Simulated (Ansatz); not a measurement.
`OBSCO` and `N=CSCO` differ in one atom or group.

Ansatz, PBE0-D4/def2-TZVP geometries, multiplicity 1. Each molecule was computed in one conformer, which needn't be the lowest.

| property | `OBSCO` |
| --- | --- |
| LUMO energy (ωB97M-V/def2-TZVPP) / eV | 1.82 |
| HOMO energy (PBE0/def2-TZVPP) / eV | -7.43 |
| HOMO energy (ωB97M-V/def2-TZVPP) / eV | -9.62 |
| size of the dipole moment (ωB97M-V/def2-TZVPP) / D | 0.75 |
| LUMO energy (PBE/def2-TZVPP) / eV | -1.02 |
| HOMO–LUMO gap (PBE/def2-TZVPP) / eV | 5.17 |

Question: What does the change do to each property? (Best estimate.)

Answer: Ansatz gave: 
```csv
property,`N=CSCO`,shift
LUMO energy (ωB97M-V/def2-TZVPP) / eV,1.65,-0.17
HOMO energy (PBE0/def2-TZVPP) / eV,-7.36,0.07
HOMO energy (ωB97M-V/def2-TZVPP) / eV,-9.51,0.11
size of the dipole moment (ωB97M-V/def2-TZVPP) / D,2.63,1.88
LUMO energy (PBE/def2-TZVPP) / eV,-1.47,-0.45
HOMO–LUMO gap (PBE/def2-TZVPP) / eV,4.69,-0.48
```

With PBE0 the HOMO rises by 0.07 eV and the LUMO falls by 0.37 eV, so the gap narrows by about 0.44 eV. PBE moves the HOMO by 0.01 eV and ωB97M-V by 0.11 eV. Dipoles are sizes alone; their direction can turn.
